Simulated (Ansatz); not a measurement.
Calculated with Ansatz (gas phase, PBE0-D4/def2-TZVP geometries, no zero-point term in ΔE). CCSD(T)/CBS adds triple-zeta CCSD(T) − MP2 to the extrapolated MP2 energy (def2 sets, frozen cores). This one scheme is used for every species. Functionals use def2-TZVPP. B3LYP here is the variant with VWN-RPA as its local correlation; programs differ in this. def2 core potentials past Kr. For Sb outer-core shells are correlated without core-valence functions, which leaves a few kJ/mol of doubt a bond. Each species was taken in one conformer, which may not be the lowest.

`[F][Sb]([Cl])[Cl]` + CH₃OH → `C[O][Sb]([Cl])[Cl]` + H–F  (ligand exchange at the Sb–F bond)

Is it downhill or uphill in electronic energy at CCSD(T)/CBS, and by how much? (Best estimate.)

The calculation gave: Uphill: ΔE = +2.3 kcal/mol.

What do these levels give: r2SCAN-D4, B3LYP-D4, ωB97M-V, BHLYP, RPA@PBE/def2-TZVPP, HF/def2-QZVPP? (An estimate is asked.)

The calculation gave: r2SCAN-D4 5.1, B3LYP-D4 4.3, ωB97M-V 4.5, BHLYP 6.5, RPA@PBE/def2-TZVPP 2.5, HF/def2-QZVPP 7.8 kcal/mol.

Largest T1 diagnostic among the species: 0.014.

In def2-TZVPP, CCSD(T) changes the Hartree–Fock value by −5.2 kcal/mol (the triples alone add −0.8 kcal/mol) and MP2 by −6.7 kcal/mol. The D4 term adds −2.9 kcal/mol with B3LYP and −1.6 kcal/mol with PBE0; it sums over pairs of atoms, weighted by their polarisabilities, and B3LYP, whose exchange is more repulsive, gets the larger term.
